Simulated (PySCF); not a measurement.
Isomers of H8NPSi2, mass 108.993 u with the commonest isotopes. Computed with PySCF, PBE0-D3(BJ)/def2-SVP geometry optimisation, gas phase. One conformer each, none proved a minimum here; rigid rotors.

Question: Order these by rotational constant C, smallest first.
A. `[NH2:1][SiH2:2][PH:3][SiH3:4]` with H–N1–Si2–P3 81° and -63°, N1–Si2–P3–Si4 -75°
B. `[SiH3:1][NH:2][SiH2:3][PH2:4]` with Si1–N2–Si3–P4 131°, N2–Si3–P4–H -177° and -82°
C. `[NH2:1][SiH2:2][SiH2:3][PH2:4]` with H–N1–Si2–Si3 -173° and 44°, N1–Si2–Si3–P4 24°, Si2–Si3–P4–H 164° and 69°

Answer: B (1160 MHz), C (1437 MHz), A (1541 MHz).

Question: Order these by radius of gyration √(Σ m r²/M), smallest first.
A. `[SiH3:1][NH:2][SiH2:3][PH2:4]` with Si1–N2–Si3–P4 131°, N2–Si3–P4–H -177° and -82°
B. `[NH2:1][SiH2:2][PH:3][SiH3:4]` with H–N1–Si2–P3 81° and -63°, N1–Si2–P3–Si4 -75°
C. `[NH2:1][SiH2:2][SiH2:3][PH2:4]` with H–N1–Si2–Si3 -173° and 44°, N1–Si2–Si3–P4 24°, Si2–Si3–P4–H 164° and 69°

Answer: B (1.800 Å), C (1.826 Å), A (2.032 Å).

Question: Order these by out-of-plane moment Σ m c² = (Ia + Ib − Ic)/2, largest first.
A. `[NH2:1][SiH2:2][PH:3][SiH3:4]` with H–N1–Si2–P3 81° and -63°, N1–Si2–P3–Si4 -75°
B. `[SiH3:1][NH:2][SiH2:3][PH2:4]` with Si1–N2–Si3–P4 131°, N2–Si3–P4–H -177° and -82°
C. `[NH2:1][SiH2:2][SiH2:3][PH2:4]` with H–N1–Si2–Si3 -173° and 44°, N1–Si2–Si3–P4 24°, Si2–Si3–P4–H 164° and 69°

Answer: A (24.96 u·Å²), B (14.43 u·Å²), C (11.67 u·Å²).

```json
{"SMILES": "N[SiH2]P[SiH3]", "point group": "C1", "Ia (u·Å²)": "105.28", "Ib (u·Å²)": "272.70", "Ic (u·Å²)": "328.06", "κ": "-0.81", "μa (D)": "0.36", "μb (D)": "0.95", "μc (D)": "0.25"}
{"SMILES": "N[SiH2][SiH2]P", "point group": "C1", "Ia (u·Å²)": "108.77", "Ib (u·Å²)": "266.23", "Ic (u·Å²)": "351.66", "κ": "-0.71", "μa (D)": "0.65", "μb (D)": "0.49", "μc (D)": "0.20"}
{"SMILES": "[SiH3]N[SiH2]P", "point group": "C1", "Ia (u·Å²)": "53.91", "Ib (u·Å²)": "410.71", "Ic (u·Å²)": "435.75", "κ": "-0.98", "μa (D)": "0.21", "μb (D)": "0.03", "μc (D)": "0.01"}
```
